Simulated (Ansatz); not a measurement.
Mulliken charges of C2H5AlO (`[CH3][Al]1[CH2][O]1`) from PBE/def2-TZVPP in Ansatz (PBE0-D4/def2-TZVP geometry).

```json
{"atom": "C1", "x (Å)": "-0.671", "y (Å)": "1.320", "z (Å)": "-1.082", "charge (e)": "-0.362"}
{"atom": "Al2", "x (Å)": "0.051", "y (Å)": "-0.077", "z (Å)": "0.044", "charge (e)": "0.296"}
{"atom": "C3", "x (Å)": "0.679", "y (Å)": "-1.280", "z (Å)": "1.349", "charge (e)": "-0.072"}
{"atom": "O4", "x (Å)": "0.789", "y (Å)": "-1.610", "z (Å)": "-0.098", "charge (e)": "-0.345"}
{"atom": "H5", "x (Å)": "0.040", "y (Å)": "1.575", "z (Å)": "-1.872", "charge (e)": "0.108"}
{"atom": "H6", "x (Å)": "-0.900", "y (Å)": "2.226", "z (Å)": "-0.517", "charge (e)": "0.110"}
{"atom": "H7", "x (Å)": "-1.591", "y (Å)": "0.977", "z (Å)": "-1.562", "charge (e)": "0.104"}
{"atom": "H8", "x (Å)": "0.039", "y (Å)": "-1.980", "z (Å)": "1.888", "charge (e)": "0.080"}
{"atom": "H9", "x (Å)": "1.653", "y (Å)": "-1.197", "z (Å)": "1.833", "charge (e)": "0.080"}
```

By hand: the dipole of these point charges (1 e Å = 4.8032 D).

Σ q r = (-0.188, 0.409, 0.218) e Å, of length 0.500 e Å = 2.40 D.

How does the dipole of the full density compare? (Best estimate.)

Ansatz gave: (-0.280, 0.571, -0.078) e Å, 3.08 D; the point charges give 0.78 times that, at 33° from its direction.

Point charges leave out the atoms' own dipoles, such as those of lone pairs, and Mulliken's split depends on the basis, so the two needn't agree.
